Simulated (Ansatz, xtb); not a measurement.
BFH6NOSn+: which of two structures lies lower

Structure I: a singlet given by its coordinates. Structure II: `OB(F)[NH2+][SnH3]`, a singlet. Both are isolated ions in the gas phase, relaxed with B3LYP-D3(BJ)/def2-SVP; the shapes shown needn't be the lowest conformers.

I (Å):

```json
{"atom": "B", "x (Å)": "0.9420", "y (Å)": "-0.4981", "z (Å)": "1.6417"}
{"atom": "F", "x (Å)": "1.8948", "y (Å)": "0.2545", "z (Å)": "2.1583"}
{"atom": "N", "x (Å)": "-0.3740", "y (Å)": "0.3477", "z (Å)": "1.3863"}
{"atom": "O", "x (Å)": "0.9063", "y (Å)": "-1.7468", "z (Å)": "1.3258"}
{"atom": "Sn", "x (Å)": "2.2656", "y (Å)": "-3.3599", "z (Å)": "1.4109"}
{"atom": "H", "x (Å)": "-0.7336", "y (Å)": "0.7610", "z (Å)": "2.2587"}
{"atom": "H", "x (Å)": "-1.1113", "y (Å)": "-0.2425", "z (Å)": "0.9807"}
{"atom": "H", "x (Å)": "-0.2001", "y (Å)": "1.1352", "z (Å)": "0.7455"}
{"atom": "H", "x (Å)": "2.3297", "y (Å)": "-3.7599", "z (Å)": "-0.2407"}
{"atom": "H", "x (Å)": "3.6486", "y (Å)": "-2.6224", "z (Å)": "2.0777"}
{"atom": "H", "x (Å)": "1.3915", "y (Å)": "-4.4096", "z (Å)": "2.4239"}
```

Close contacts (Å): B1–F2 1.32, B1–N3 1.58, B1–O4 1.29, O4–Sn5 2.11, N3–H6 1.03, N3–H7 1.03, N3–H8 1.03, Sn5–H9 1.70, Sn5–H10 1.70, Sn5–H11 1.70.

II (Å):

```xyz
11

B    -1.6288   -0.8523    2.0151
F    -0.6866   -1.0014    2.9219
N    -1.7994    0.5237    1.4344
O    -2.4028   -1.8085    1.5150
Sn   -0.6362    0.7420   -0.5286
H    -2.2936   -2.7007    1.8787
H    -1.4826    1.2520    2.0838
H    -2.7845    0.7071    1.2119
H     0.5349   -0.4566   -0.2460
H    -0.1546    2.3636   -0.3733
H    -1.8903    0.3776   -1.6131
```

Quicker runs give these differences E(II) − E(I): GFN2-xTB +6.1 kcal/mol; HF/STO-3G −2.8 kcal/mol (at GFN2-xTB geometries); r2SCAN-D4/def2-SVP +2.2 kcal/mol (at GFN2-xTB geometries).

Which of the two would you expect CCSD(T)/def2-SVP + ΔMP2/def2-TZVPP electronic energies to favour?

Structure I; the calculation gives E(II) − E(I) = +2.9 kcal/mol.

Level by level:

```json
{"level": "GFN2-xTB", "geometry": "GFN2-xTB", "E(II) − E(I) (kcal/mol)": "+6.1", "departure from the last row (kcal/mol)": "+3.1", "job, with rough time for the two": "optimisation, 0.31 s"}
{"level": "HF/STO-3G", "geometry": "GFN2-xTB", "E(II) − E(I) (kcal/mol)": "−2.8", "departure from the last row (kcal/mol)": "−5.7", "job, with rough time for the two": "single point, 1 s"}
{"level": "r2SCAN-D4/def2-SVP", "geometry": "GFN2-xTB", "E(II) − E(I) (kcal/mol)": "+2.2", "departure from the last row (kcal/mol)": "−0.7", "job, with rough time for the two": "single point, 4.5 s"}
{"level": "B3LYP-D3(BJ)/def2-SVP", "geometry": "B3LYP-D3(BJ)/def2-SVP", "E(II) − E(I) (kcal/mol)": "+2.2", "departure from the last row (kcal/mol)": "−0.7", "job, with rough time for the two": "optimisation, 4.9 min"}
{"level": "HF/def2-SVP", "geometry": "B3LYP-D3(BJ)/def2-SVP", "E(II) − E(I) (kcal/mol)": "+4.1", "departure from the last row (kcal/mol)": "+1.2", "job, with rough time for the two": "part of the CCSD(T) run"}
{"level": "MP2/def2-SVP", "geometry": "B3LYP-D3(BJ)/def2-SVP", "E(II) − E(I) (kcal/mol)": "+4.1", "departure from the last row (kcal/mol)": "+1.1", "job, with rough time for the two": "part of the CCSD(T) run"}
{"level": "CCSD(T)/def2-SVP", "geometry": "B3LYP-D3(BJ)/def2-SVP", "E(II) − E(I) (kcal/mol)": "+3.7", "departure from the last row (kcal/mol)": "+0.8", "job, with rough time for the two": "single point"}
{"level": "CCSD(T)/def2-SVP + ΔMP2/def2-TZVPP", "geometry": "B3LYP-D3(BJ)/def2-SVP", "E(II) − E(I) (kcal/mol)": "+2.9", "departure from the last row (kcal/mol)": "", "job, with rough time for the two": "single point, 59 s"}
```

HF/STO-3G puts the two in the other order. The largest departure from CCSD(T)/def2-SVP + ΔMP2/def2-TZVPP is that of HF/STO-3G, 5.7 kcal/mol. A small imaginary or near-zero mode remains, so no thermal terms are given. The last row adds to CCSD(T) the change of the MP2 difference between the two basis sets, here −0.8 kcal/mol.

The correlated steps freeze 8 core orbitals; the filled d shell of Sn is correlated, in a basis made for valence electrons. Atoms past krypton carry core potentials in the def2 sets, other sets are all-electron and non-relativistic, and no spin–orbit term is included. Run with Ansatz 0.2.0, xtb 6.7.1; the last row on 2 threads of Arm Neoverse V1 on a shared host.
